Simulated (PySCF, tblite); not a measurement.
Isomers of C2H14OSi4. Calculated harmonic vibrations of the isolated species, GFN2-xTB (tblite), most abundant isotopes, no scaling. This tight-binding method is rough: wavenumbers can miss measured ones by several per cent, in bad cases by 10 to 20. Modes of hydrogen on silicon can be 10 to 20 % off. One conformer each.

Electronic energies: PBE0/pcSseg-1 single points on the GFN2-xTB geometries (PySCF, gas phase).

```json
{"SMILES": "CC[SiH2]O[SiH]([SiH3])[SiH3]", "electronic energy, lowest = 0 (kcal/mol)": "9.6"}
{"SMILES": "CO[Si@H](C[SiH3])[SiH2][SiH3]", "electronic energy, lowest = 0 (kcal/mol)": "36.4"}
{"SMILES": "C[SiH2][Si@@H](C[SiH3])O[SiH3]", "electronic energy, lowest = 0 (kcal/mol)": "0.0"}
{"SMILES": "CCO[SiH2][SiH]([SiH3])[SiH3]", "electronic energy, lowest = 0 (kcal/mol)": "39.0"}
```

Task: How do GFN2-xTB zero-point energies change the relative energies?

Result: 
```tsv
SMILES	ZPE (kcal/mol)	of it from modes above 1550 cm⁻¹	electronic (kcal/mol)	with ZPE, lowest = 0 (kcal/mol)	lowest mode (cm⁻¹)	rings
C[SiH2][Si@@H](C[SiH3])O[SiH3]	88.0	50.0	0.0	0.0	16	0
CC[SiH2]O[SiH]([SiH3])[SiH3]	88.7	49.7	9.6	10.3	10i	0
CO[Si@H](C[SiH3])[SiH2][SiH3]	88.1	49.3	36.4	36.5	23	0
CCO[SiH2][SiH]([SiH3])[SiH3]	88.8	49.4	39.0	39.9	17	0
```

The zero-point energies span 0.8 kcal/mol, from `C[SiH2][Si@@H](C[SiH3])O[SiH3]` to `CCO[SiH2][SiH]([SiH3])[SiH3]`. Slightly imaginary modes are left out of the zero-point energy: `CC[SiH2]O[SiH]([SiH3])[SiH3]` 10.3i cm⁻¹. The order is unchanged.

Task: And how do the electronic energies of GFN2-xTB itself compare?

Result: `C[SiH2][Si@@H](C[SiH3])O[SiH3]` 0.0; `CC[SiH2]O[SiH]([SiH3])[SiH3]` 3.6; `CO[Si@H](C[SiH3])[SiH2][SiH3]` 47.8; `CCO[SiH2][SiH]([SiH3])[SiH3]` 45.7 kcal/mol, lowest = 0. Against the energies above, taken from the same isomer `C[SiH2][Si@@H](C[SiH3])O[SiH3]`, the largest difference is 11.4 kcal/mol.
